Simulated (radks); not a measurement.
The numbers below are computed, except where a source is named.
Problem. These are the eigenvalues of the occupied orbitals of an atom or ion with whole-number occupations (Ry). Level of theory: non-relativistic Kohn-Sham, r2SCAN, spin-polarised, spherical densities, point nucleus; meta-GGA in the generalised Kohn-Sham scheme (a radial shooting solver on a logarithmic mesh with Libxc functionals).

orbital  eigenvalue
1s up     -471.5884
1s down   -471.5855
2s up     -56.04855
2s down   -55.85575
2p up     -48.13347
2p down   -47.98691
3s up      -8.00885
3s down    -7.56080
3p up      -5.70125
3p down    -5.25183
3d up      -2.01929
4s up      -1.29403
5s up      -0.41686

Which element is it, and in what charge state? The configuration may be excited. Open shells, if any, are filled with parallel spins first.

Solution. Z = 25, manganese, charge +1: Mn+ in [Ar] 3d4 4s1 5s1. The list shows which subshells hold electrons but not how many an open one holds; the 1s level, -235.79 hartree, gives Z - s = 21.7 by -(Z - s)^2/2, which with screening narrows Z to a few neighbours, and the depths of the outer levels then fix element, charge and occupations together.
